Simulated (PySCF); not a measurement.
# YbO from Hartree–Fock to correlated methods

State: singlet, about 13.8 electrons in the 4f shell (Mulliken). Set-up: basis Yb x2c-TZVPall, O x2c-TZVPall; spin-free X2C with a Gaussian nucleus; PySCF 2.14. De refers to Yb (4f14 6s2) + O in their high-spin ground configurations, without counterpoise correction. A positive dipole means Yb(−)O(+). Levels whose curve was spin-contaminated or gave no clean fit are not listed.

| Level | Re (Å) | ωe (cm⁻¹) | De (eV) | μ (D) |
| --- | --- | --- | --- | --- |
| RHF | 1.881 | 736 | n/a | -10.60 |
| RHF-MP2 | 1.837 | 703 | n/a | n/a |
| RHF-SCS-MP2 | 1.858 | 685 | n/a | n/a |
| M06 | 1.854 | 722 | 3.58 | -7.15 |

(1) What does second-order correlation do here, going from RHF to RHF-MP2?

Correlated steps freeze 19 core orbitals. Spin–orbit coupling is left out, which matters for elements this heavy, above all for dissociation energies.

The whole job (state search and all levels along the bond) took about 18 min on 4 threads of Arm Neoverse V2 (shared host), peak memory 11 GiB.

Results:

(1) RHF-MP2 less RHF: -4.4 pm in Re, -4.5 % in ωe. Correlation nearly always deepens the well. The bond shortens, as in weak, metallic or heavy-atom bonds, where dispersion and the correlation of outer-core electrons pull the atoms together.
